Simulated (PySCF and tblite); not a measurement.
Results of a calculation; reference values are marked as such.
# Dynamics report: rearrangement

System: CH₄GeO₂, numbered as in [O:1]=[CH:2][O:3][GeH3:4].

Motion: shift of Ge4 from O3 to O1. Geometries: B3LYP-D3(BJ)/def2-SVP; energies: PBE/pcSseg-1 + D3(BJ); zero-point and thermal terms from GFN2-xTB harmonic modes (soft modes blended into free rotors). Rates follow Eyring's equation with the number of equivalent paths and no tunnelling. Programs: tblite and PySCF.

```csv
point,symmetry,E(GFN2) kcal/mol,E(DFT) kcal/mol,ZPE change kcal/mol,lowest mode cm⁻¹,dipole D
start,Cs,0.0,0.0,0.00,164,1.77
saddle,Cs,9.0,10.2,-0.62,292i,0.28
end,Cs,0.0,0.0,0.00,164,1.77
```

* Electronic barrier: 10.2 kcal/mol
* Barrier with zero-point energy: 9.6 kcal/mol
* ΔH‡ (298 K): 9.3 kcal/mol
* ΔS‡ (298 K, symmetry apart): -2.1 cal/(mol K)
* Paths: 2 equivalent paths
* End point: the same structure with atoms interchanged, or its mirror image
* Mean lifetime of the start against this motion at 298 K: 1.4 µs
* Cost: 73 s on 1 thread of Arm Neoverse V1, shared host (rough), peak memory 0.55 GiB, launched as `OMP_NUM_THREADS=1 python ens_run.py task.json out`

```tsv
T/K	ΔG‡ kcal/mol	k s⁻¹
150	9.7	0.051
200	9.7	197
250	9.8	2.8×10⁴
298	9.9	7×10⁵
350	10.0	8.3×10⁶
400	10.1	4.9×10⁷
500	10.4	5.9×10⁸
```

ΔG and ΔG‡ leave out symmetry numbers and mirror images; rates count paths: 2 out.

Spin–orbit effects of heavy atoms on shieldings are missing.
